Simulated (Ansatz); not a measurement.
Ideal-gas functions of AlGeH4NO, SMILES `[OH][GeH]1[NH][AlH]1` at 400 K and 1 bar, from an Ansatz frequency run at PBE0-D4/def2-TZVP.

Molar mass 133.63 g/mol, point group C1 (symmetry number 1), electronic degeneracy 1, moments of inertia 53.69, 212.433, 214.805 u Å². Harmonic wavenumbers (cm⁻¹, unscaled): 151, 194, 276, 359, 403, 430, 580, 613, 616, 684, 741, 857, 920, 940, 1939, 2122, 3609, 3896.

Use S(trans) = R[1.5 ln M + 2.5 ln T − 1.1517]; rotational temperatures θ = 24.2544 K / I; S(rot) = R[ln(√π/σ · √(T³/θAθBθC)) + 1.5]; for each mode x = 1.438777 ν̃/T, S = R[x/(eˣ − 1) − ln(1 − e⁻ˣ)] and H = RT x/(eˣ − 1); 1 cm⁻¹ = 0.0119627 kJ/mol; R = 8.31446 J/(mol·K).

**Question.** By hand: the entropy, in J/(mol·K).

**Answer.** Translation 176.0. Rotation: θ = 0.4517, 0.1142, 0.1129 K, giving 113.3. Vibration, mode by mode: 13.49, 11.47, 8.71, 6.74, 5.92, 5.47, 3.56, 3.24, 3.22, 2.65, 2.26, 1.62, 1.35, 1.28, 0.06, 0.03, 0.00, 0.00, in all 71.1. Electronic 0.0. Sum 360.4 J/(mol·K).

**Question.** By hand: H − E and G − E in kJ/mol, counted from the electronic energy.

**Answer.** Zero-point energy ½ × 19330 × 0.0119627 = 115.6; thermal vibration 16.8; translation, rotation and pV give 4 RT = 13.3. H − E = 145.7 kJ/mol, and G − E = 145.7 − 400 × 360.4/1000 = 1.5 kJ/mol.

Vibration gives 20 % of the entropy. The sum counts one conformer and one mirror image; others add a mixing term.
